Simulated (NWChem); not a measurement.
BaHSCl; SMILES [SH][Ba][Cl]

```xyz
4

Ba    -0.5099    -0.0343     0.0000
Cl     0.8542    -2.4220     0.0000
S      0.8928     2.4925    -0.0001
H     -0.2547     3.2145     0.0029
```
Atoms are numbered in this order, from 1.

Structure relaxed at the PBE0/def2-SVP level. Not confirmed as a minimum by frequencies. B3LYP is NWChem's, with the RPA form of VWN correlation. def2 effective core potentials on Ba; no spin-orbit coupling.

### Question
List the 4 lowest vertical singlet excitations from B3LYP/def2-SVPD with def2 effective core potentials on Ba, TDA (NWChem).

### Answer
```csv
state,energy (eV),oscillator strength,leading excitation (squared amplitude)
S1,3.02,0.014,HOMO → LUMO (0.99)
S2,3.29,0.013,HOMO−1 → LUMO (0.98)
S3,3.89,0.008,HOMO → LUMO+1 (0.98)
S4,3.94,0.010,HOMO → LUMO+2 (0.95)
```
